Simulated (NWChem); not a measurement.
System: CaBr₂; SMILES [Br][Ca][Br]

NWChem input:

```
start job
memory heap 200 mb stack 900 mb global 1100 mb
geometry units angstroms noautosym nocenter noautoz
  Ca     0.000000     0.000000     0.145433
  Br     2.605326     0.000000     0.147520
  Br    -2.605326     0.000000     0.147520
end
basis spherical
  * library def2-svpd
end
dft
  xc b3lyp
  iterations 150
end
tddft
  cis
  nroots 8
  notriplet
end
task tddft energy
```

Output (shortened):

```
             Northwest Computational Chemistry Package (NWChem) 7.3.0
             --------------------------------------------------------

                             Geometry "geometry" -> ""
                             -------------------------

 Output coordinates in angstroms (scale by  1.889725989 to convert to a.u.)

  No.       Tag          Charge          X              Y              Z
 ---- ---------------- ---------- -------------- -------------- --------------
    1 Ca                  20.0000     0.00000000     0.00000000     0.14543300
    2 Br                  35.0000     2.60532600     0.00000000     0.14752000
    3 Br                  35.0000    -2.60532600     0.00000000     0.14752000

 Effective nuclear repulsion energy (a.u.)     408.7661106200

                                 NWChem DFT Module
                                 -----------------

 Summary of "ao basis" -> "ao basis" (spherical)
 ------------------------------------------------------------------------------
       Tag                 Description            Shells   Functions and Types
 ---------------- ------------------------------  ------  ---------------------
 Ca                        def2-svpd                11       27   5s4p2d
 Br                        def2-svpd                15       41   6s5p4d

            General Information
            -------------------
          SCF calculation type: DFT
          Wavefunction type:  closed shell.
          No. of atoms     :     3
          No. of electrons :    90
           Alpha electrons :    45
            Beta electrons :    45
          Charge           :     0
          Spin multiplicity:     1
          Use of symmetry is: off; symmetry adaption is: off
          Maximum number of iterations: 150
          AO basis - number of functions:   109
                     number of shells:    41
          Convergence on energy requested:  1.00D-06
          Convergence on density requested:  1.00D-05
          Convergence on gradient requested:  5.00D-04

              XC Information
              --------------
                         B3LYP Method XC Potential
                     Hartree-Fock (Exact) Exchange  0.200
                        Slater Exchange Functional  0.800 local
                    Becke 1988 Exchange Functional  0.720 non-local
              Lee-Yang-Parr Correlation Functional  0.810
                  VWN I RPA Correlation Functional  0.190 local

[...]

                                NWChem TDDFT Module
                                -------------------

            General Information
            -------------------
           No. of orbitals :     218
            Alpha orbitals :     109
             Beta orbitals :     109
        Alpha frozen cores :       0
         Beta frozen cores :       0
     Alpha frozen virtuals :       0
      Beta frozen virtuals :       0
         Spin multiplicity :       1
    Number of AO functions :     109
        Use of symmetry is : off
      Symmetry adaption is : off
         Schwarz screening :  0.10D-07

              XC Information
              --------------
                  B3LYP Method XC Potential
              Hartree-Fock (Exact) Exchange   0.20
                 Slater Exchange Functional   0.80 local
             Becke 1988 Exchange Functional   0.72 non-local
       Lee-Yang-Parr Correlation Functional   0.81
           VWN I RPA Correlation Functional   0.19 local

             TDDFT Information
             -----------------
          Calculation type : Tamm-Dancoff TDDFT
         Wavefunction type : Restricted singlets
          No. of electrons :      90
           Alpha electrons :      45
            Beta electrons :      45
              No. of roots :       8
          Max subspacesize :    5600
            Max iterations :     100
               Target root :       1
           Target symmetry : none
      Symmetry restriction : off
                 Algorithm : Optimal
        Davidson threshold :  0.10D-03

    8 smallest eigenvalue differences (eV)
--------------------------------------------------------
  No. Spin  Occ  Vir  Irrep   E(Occ)    E(Vir)   E(Diff)
--------------------------------------------------------
    1    1   45   46 a        -0.282    -0.096     5.057
    2    1   44   46 a        -0.282    -0.096     5.057
    3    1   43   46 a        -0.287    -0.096     5.198
    4    1   42   46 a        -0.287    -0.096     5.198
    5    1   41   46 a        -0.292    -0.096     5.319
    6    1   40   46 a        -0.323    -0.096     6.178
    7    1   45   47 a        -0.282    -0.046     6.426
    8    1   44   47 a        -0.282    -0.046     6.426
--------------------------------------------------------

  Entering Davidson iterations
  Restricted singlet excited states

  Iter   NTrls   NConv    DeltaV     DeltaE      Time
  ----  ------  ------  ---------  ---------  ---------
    1      8       0     0.34E-01   0.10+100       19.2
    2     16       0     0.12E-01   0.16E-02       20.2
    3     24       0     0.76E-02   0.25E-03       20.0
    4     32       2     0.71E-02   0.89E-03       19.5
    5     38       5     0.14E-02   0.11E-03       17.1
    6     41       6     0.28E-03   0.23E-05       15.0
    7     43       8     0.85E-04   0.52E-07       14.0
  ----  ------  ------  ---------  ---------  ---------
  Convergence criterion met

  Ground state a       -5825.452059719281 a.u.

  ----------------------------------------------------------------------------
  Root   1 singlet a              0.153073878 a.u.                4.1654 eV
  ----------------------------------------------------------------------------
     Transition Moments    X  0.00000   Y  0.28355   Z  0.64320
     Dipole Oscillator Strength                    0.0504230066
     Electric Quadrupole                           0.0000000009
     Magnetic Dipole                               0.0000000000
     Total Oscillator Strength                     0.0504230076

[...]
```

Level: B3LYP/def2-SVPD, TDA. Coordinates come from a PBE0/def2-SVP optimisation.
